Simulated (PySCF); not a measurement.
H₂AlFO₂ (SMILES [OH][Al]([OH])[F]), singlet, at a GFN2-xTB geometry (such geometries of metal compounds can be far from the true shape). Base run: PBE/def2-SVP (PySCF).

Here is a job for PySCF.
```python
from pyscf import gto, scf, dft, solvent

mol = gto.M(
    atom='''
Al    0.00119955    0.00151916   -0.00023626
F    -1.28095269   -1.03138307   -0.08172451
O    -0.13699250    1.39552673   -0.85997767
H     0.32417745    2.19451172   -1.07231224
O     1.33034136   -0.37737635    0.90371988
H     1.64201168   -1.07701625    1.46096657
''',
    basis='def2-svp',
    verbose=4,
)

mf = dft.RKS(mol)
mf.xc = 'pbe'
mf.kernel()
```

The base run was repeated with changes; each row names its change, and settings that it needs were set with it.

```tsv
change	ΔE vs base (kJ/mol)	dipole (D)	HOMO-LUMO gap (eV)
base	0.00	2.20	6.09
model = IEF-PCM; solvent = dichloromethane	-30.0	2.46	6.13
model = IEF-PCM; solvent = dichloromethane; lebedev_order = 41	-30.0	2.46	6.13
model = COSMO; solvent = dichloromethane	-29.8	2.46	6.13
model = IEF-PCM; solvent = chloroform	-25.23	2.42	6.12
model = C-PCM; solvent = dichloromethane	-31.6	2.47	6.13
model = IEF-PCM; solvent = dichloromethane; lebedev_order = 11	[?]	2.46	6.12
model = IEF-PCM; solvent = dichloromethane; vdw_scale = 1.1	[?]	[?]	[?]
model = ddCOSMO; solvent = dichloromethane	-20.78	2.43	6.11
model = SS(V)PE; solvent = dichloromethane	-29.8	2.46	6.13
model = IEF-PCM; solvent = dichloromethane; vdw_scale = 1.4	-16.38	2.40	6.08
model = IEF-PCM; solvent = water	[?]	[?]	6.13
```

**Question.** Complete the blanks.

**Answer.** 
- model = IEF-PCM; solvent = dichloromethane; lebedev_order = 11, ΔE vs base (kJ/mol): -29.3
- model = IEF-PCM; solvent = dichloromethane; vdw_scale = 1.1, ΔE vs base (kJ/mol): -42.7
- model = IEF-PCM; solvent = dichloromethane; vdw_scale = 1.1, dipole (D): 2.50
- model = IEF-PCM; solvent = dichloromethane; vdw_scale = 1.1, HOMO-LUMO gap (eV): 6.18
- model = IEF-PCM; solvent = water, ΔE vs base (kJ/mol): -35.2
- model = IEF-PCM; solvent = water, dipole (D): 2.51

The base is the gas phase, so ΔE is the electrostatic part of solvation at a fixed geometry, without cavity and dispersion terms.
